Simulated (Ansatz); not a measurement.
`S[SiH2][GaH2]` + `O[SiH3]` → `[SiH3][O][GaH2]` + `[SiH3]S`  (cleavage of the Ga–Si bond)

Program: Ansatz. Geometries: PBE0-D4/def2-TZVP. ΔE: electronic, gas phase. CCSD(T)/CBS is the MP2 limit (def2-TZVPP, def2-QZVPP) plus CCSD(T) − MP2 in def2-TZVPP, frozen cores. Functionals use def2-TZVPP. HSE06 is defined as in plane-wave codes. For Ga outer-core shells are correlated without core-valence functions, which leaves a few kJ/mol of doubt a bond. Scalar relativity is left out up to krypton. Each species was taken in one conformer, which may not be the lowest.

CCSD(T)/CBS gives -16.8 kcal/mol.

**Question.** Another level gave -16.1 kcal/mol. Which?
A. r2SCAN/def2-TZVPP
B. MP2/def2-TZVPP
C. revPBE/def2-TZVPP
D. HSE06/def2-TZVPP

**Answer.** A. r2SCAN -16.1, MP2/def2-TZVPP -19.3, revPBE -12.6, HSE06 -13.5 kcal/mol.

**Question.** What do rigid-rotor, harmonic-oscillator terms from PBE0-D4/def2-TZVP frequencies (298.15 K, 1 bar) make of the CCSD(T)/CBS value? (Estimate.)

**Answer.** Ansatz gave: ΔZPE = -1.0 kcal/mol, ΔH = -18.0 kcal/mol, ΔS = -6 J/(mol·K), ΔG = -17.6 kcal/mol. Modes under 50 cm⁻¹ make the entropy rough.

Largest T1 diagnostic among the species: 0.014.

In def2-TZVPP, CCSD(T) changes the Hartree–Fock value by +4.0 kcal/mol (the triples alone add +0.4 kcal/mol) and MP2 by +2.8 kcal/mol. From BLYP to BHLYP (50 % exact exchange), in def2-TZVPP and without D4, ΔE moves by −2.4 kcal/mol.
